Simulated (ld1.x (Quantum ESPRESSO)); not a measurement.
# nitrogen: one change to a TM potential, before and after

```json
{
 "Element": "N (Z = 7)",
 "Generator": "ld1.x (Quantum ESPRESSO) 7.5",
 "Type": "norm-conserving Troullier–Martins (Kleinman–Bylander form)",
 "Functional": "PBE",
 "Relativity": "scalar-relativistic",
 "Frozen core": "[He]",
 "Valence charge": "5",
 "Reference configuration": "2s2 2p3",
 "Partial waves": "2s (bound): rc 1.05 bohr; 2p (bound): rc 1.50 bohr",
 "Local potential": "the p channel",
 "Core correction": "a·sin(br)/r model core, default radius (core density twice the valence density)"
}
```

Change: reference 2s2 2p1.

Cutoffs: the cutoffs (Ry, on a coarse ladder) from which the occupation-weighted sum of valence levels, in a spherical-Bessel basis at the reference potential, stays within 10 and 1 mRy of its value at 400 Ry; they do not see the model core or the augmentation charge, which bear on the density cutoff. Errors are all-electron minus pseudo energies relative to the spin-unpolarised reference configuration.

**Question.** What does the change do?

**Answer.** The potential gets neither clearly harder nor softer (55 Ry and 120 Ry → 55 Ry and 120 Ry); the range in which the s phases agree narrows (upper end at the end of the scan → 3.1); the range in which the p phases agree narrows (upper end 3.6 → 1.2); neither file shows a bound ghost.

```csv
quantity,base,changed
"cutoff, loose",55 Ry,55 Ry
"cutoff, tight",120 Ry,120 Ry
loose cutoff by channel (10 mRy a level),"s 40 Ry, p 45 Ry","s 45 Ry, p 50 Ry"
bound ghosts,none,none
"largest error over its own tests, meV",+973,+403
s: phases at 1.65 bohr within 0.05 rad from the reference energy up to (Ry; the scan ends near 5),to the end of the scan,3.1
p: phases at 1.65 bohr within 0.05 rad from the reference energy up to (Ry; the scan ends near 5),3.6,1.2
```
